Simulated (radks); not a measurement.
Problem. Spherical quantum dot in the effective-mass picture: electrons in a hard-walled sphere of radius 6.81, with a point charge +1 (a donor) at the centre, all in effective atomic units (hartree* = m*/eps^2 hartree, bohr* = eps/m* bohr), one dielectric constant everywhere. Calculated with a radial shooting solver with Libxc functionals: non-relativistic Kohn-Sham, r2SCAN, spin-polarised, spherical densities, generalised Kohn-Sham scheme. Levels are named by radial order and angular momentum (1s, 1p, 1d, 2s, ...), and open shells are averaged over m. Results are scaled to m* = 0.293 and eps = 17, for which hartree* = 27.59 meV and bohr* = 3.07 nm. At N = 7 the configuration is 1s2 1p(up 3, down 2). Does electron 8 go into 1p down or 2s down or 2s up?

Solution. Into 1p down. The total energies of the other choices lie higher by 1.08 meV (2s up), 1.16 meV (2s down).
